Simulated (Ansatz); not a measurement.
Stepwise reaction of `[OH][SnH2][OH]` with ammonia, as a gas-phase model of exchange steps in deposition or etching. ΔE in kJ/mol; ΔG adds harmonic PBE0-D4 terms to CCSD(T)/CBS, at 1 bar.

Computed with Ansatz on PBE0-D4/def2-TZVP structures; ΔE is electronic, products minus reactants. CCSD(T)/CBS adds triple-zeta CCSD(T) − MP2 to the extrapolated MP2 energy (def2 sets, frozen cores). This one scheme is used for every species. DFT in def2-TZVPP. B3LYP here is the variant with VWN-RPA as its local correlation; programs differ in this. Elements past krypton have def2 core potentials. For Sn outer-core shells are correlated without core-valence functions, which leaves a few kJ/mol of doubt a bond. Each species was taken in one conformer, which may not be the lowest.

```csv
step,reaction,PBE-D4,B3LYP-D4,ωB97M-V,CCSD(T)/CBS,ΔG(400 K)
1,`[OH][SnH2][OH]` + NH₃ → `[NH2][SnH2][OH]` + H₂O,35.4,36.5,34.8,31.5,21.4
```

**Question.** Give the row of step 2, `[NH2][SnH2][OH]` + NH₃ → `[NH2][SnH2][NH2]` + H₂O. (An estimate is asked.)

**Answer.** Ansatz gave: 
```csv
step,reaction,PBE-D4,B3LYP-D4,ωB97M-V,CCSD(T)/CBS,ΔG(400 K)
2,`[NH2][SnH2][OH]` + NH₃ → `[NH2][SnH2][NH2]` + H₂O,24.0,25.3,24.1,21.6,27.2
```

**Question.** By hand: ΔE of the 2 steps together at CCSD(T)/CBS.

**Answer.** (31.5) + (21.6) = 53.1 kJ/mol, or 26.6 kJ/mol a step.

In ΔE each step is lower than the one before. All are uphill at CCSD(T)/CBS. ΔG lies between 21.4 and 27.2 kJ/mol a step. PBE-D4 differs from CCSD(T)/CBS by 2.4 to 3.9 kJ/mol a step. Isolated molecules leave out the surface, adducts and barriers. Largest T1 diagnostic: 0.014.
